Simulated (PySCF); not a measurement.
Computed with ωB97X-D3(BJ)/def2-TZVP // PBE0-D3(BJ)/def2-TZVP (PySCF). Isolated molecules, 0 K electronic values unless said otherwise. Delta-SCF ions had no search for a lower state. 

Reference species (SMILES): `[Cl][Ge]([Cl])([Cl])[Cl]` (neutral, multiplicity 1).

```json
{
  "S1 oscillator strength": "0.000",
  "vertical ionisation energy (Delta-SCF)": "12.28 eV"
}
```

Changed species: `[SH][Ge]([Cl])([Cl])[Cl]` (1 of 4 Cl replaced by SH; the reference has 0 of 4 Cl replaced by SH).

Problem. Give the shifts of the S1 oscillator strength and vertical ionisation energy (Delta-SCF).

Solution. the S1 oscillator strength hardly moves; the vertical ionisation energy (Delta-SCF) falls by 1.59 eV, to 10.69 eV.
